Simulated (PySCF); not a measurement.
In(F)(Cl)2(OH2), H2Cl2FInO, singlet (B3LYP/def2-SVP optimised geometry):

```
7

In    -0.515     0.024     0.000
F     -1.437     1.792     0.000
Cl     1.824     0.024     0.000
Cl    -1.824    -1.792    -0.716
O     -1.305     0.322     2.153
H     -2.033    -0.255     2.430
H     -1.708     1.174     1.877
```

Computed with B3LYP/def2-TZVP, def2 effective core potentials past Kr (PySCF).

Q: What are the frontier orbital energies and the dipole moment?

A: HOMO-2 -8.99 eV, HOMO-1 -8.93 eV, HOMO -8.86 eV, LUMO -2.85 eV, LUMO+1 -1.00 eV; dipole moment 3.38 D.

On the same geometry PBE/def2-TZVP, def2 effective core potentials past Kr run with PySCF gives HOMO-2 -7.81 eV, HOMO-1 -7.78 eV, HOMO -7.70 eV, LUMO -3.42 eV, LUMO+1 -1.46 eV; dipole moment 3.37 D.
